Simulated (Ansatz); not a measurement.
Ansatz (a quantum-chemistry and plane-wave program) input (MP2/def2-TZVP):

Ansatz 0.2 input:
```yaml
crystal:
  periodic: [false, false, false]
  atoms:
    - {symbol: C, position_ang: [-0.00000000, -0.00000000, -0.62355894]}
    - {symbol: C, position_ang: [0.00000000, 0.00000000, 0.62355894]}
basis:
  gaussian:
    orbitals: def2-TZVP
magnetization: {spin_polarized: false}
correlation: {method: mp2, electrons: outside_noble_gas}
relax: {f_tol: 0.003, max_steps: 100}
```

End of the output:

```
integrals: 0.01 GiB planned
435 factors; integrals over basis functions are off by at most 3.9e-4 eV
mean field: 0.07 GiB planned
mean field evaluation 160: about -2053.2304 eV, gradient 4.1e-3 eV
mean field -2053.22703913 eV, -75.4547019609 hartree, gradient 1.6e-6 eV, S^2 0.000000; 7 other end points of the search recorded, 0 dependent functions left out; unrestricted orbitals would lower it
2 core orbitals not correlated
reference -2053.22703913 eV, -75.4547019609 hartree; 4, 4 occupied and 56, 56 virtual orbitals, 435 factors
densities: 0.07 GiB planned
second order -5.97094739 eV of doubles, -0.00000000 eV of singles
the calculation of the forces begins
Total energy: -2059.19798652 eV, -75.6741302302 hartree
Atom 0 at     0.000000    -0.000000    -0.695925 Å, force     0.000000     0.000000     0.000014 eV/Å
Atom 1 at    -0.000000     0.000000     0.695925 Å, force    -0.000000    -0.000000    -0.000014 eV/Å
Dipole moment:     0.000000     0.000000    -0.000000 e Å
Checks for a lower state left out: cluster_reference
```

This is an excited singlet: at this geometry the triplet lies 0.96 eV lower at wB97M-V/def2-TZVPD.
